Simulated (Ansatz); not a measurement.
The cluster WO2⁻, relaxed as a doublet with UKS PBE0-D4/def2-TZVPD in Ansatz, starting from the GFN1-xTB geometry. Force threshold 0.02 eV/Å.

In the def2 sets W takes a core potential; there is no spin–orbit coupling. The structure holds 1 bond(s) between oxygen atoms. The charge -1 doublet is spin-contaminated (final ⟨S²⟩ up to 1.74, 0.75 for a pure state). The highest occupied level of the charge -1 doublet lies above zero (up to 0.18 eV). The electron is either unbound and held by the finite basis, or the level is raised by self-interaction error. Another isomer (doublet) lies 6.36 eV lower at PBE0-D4/def2-TZVPD; other spin states weren't run for this one.

Start:

```xyz
3

W     0.419   -1.182    0.112
O    -0.295    0.520   -0.753
O    -0.125    0.661    0.640
```

(1) Estimate the energy that the relaxation releases and the steps that it takes.

(2) Does the start keep its bonding and symmetry?

(3) Predict the relaxed structure.

Answers

(1) 0.15 eV, in 4 steps; 9 s on 4 threads of Arm Neoverse V1 on a shared host. No frequencies were taken in this run, so the end may be a saddle point.

(2) By distances, no bond broke or formed. The bond that changes most is W1–O2, from 2.04 to 1.93 Å (atoms count from 1). Point group Cs at the start, C2v at the end, both within 0.05 Å.

(3) 
```xyz
3

W     0.397   -1.124    0.094
O    -0.280    0.474   -0.756
O    -0.117    0.650    0.662
```
Bond lengths: 2 × O–W 1.93 Å; 1 × O–O 1.44 Å.
